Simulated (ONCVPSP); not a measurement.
## Ranking ONCV potentials for Co (Z = 27)

All share these settings but for the change named:

cobalt (Co), optimised norm-conserving Vanderbilt (ONCV), made with ONCVPSP 4.0.1 (PBE, scalar-relativistic). Core [Ne], reference 3s2 3p6 3d7 4s2. Waves: 3s+4s: rc 1.35 bohr, ncon 4, nbas 8, qcut 6.7 1/bohr, 2 projectors; 3p: rc 0.80 bohr, ncon 4, nbas 9, qcut 8.7 1/bohr, 2 projectors, debl 1.5 Ha; 3d: rc 1.15 bohr, ncon 4, nbas 8, qcut 13.4 1/bohr, 2 projectors, debl 1.6 Ha. Local part: polynomial inside 0.70 bohr (lpopt 5, dvloc0 0 Ha). Core correction: none.

In the p channel the program set the typed energies aside and used -2.412, 0.250 Ha.

Cutoff: the first of the cutoffs (Ha) at which the residual kinetic energy of the hardest occupied pseudo-wave falls to 1 and 0.1 mHa per electron; the density cutoff is not measured.

The base gives 71 Ha.

Of 6 variants that were run, those that failed, showed a ghost or another fault, or gave nearly equal values are left out.

A variant can come out equal or close to the base.

**Question.** Rank these variants from softest to hardest (loose cutoff).
A. all radii scaled by about 0.78 (s 1.06, p 0.62, d 0.90 bohr); local potential polynomial inside 0.54 bohr (lpopt 5, dvloc0 0 Ha)
B. local potential polynomial inside 0.70 bohr (lpopt 5, dvloc0 8.5 Ha)
C. d: qcut 16.4

**Answer.** B (71 Ha), C (87 Ha), A (132 Ha).
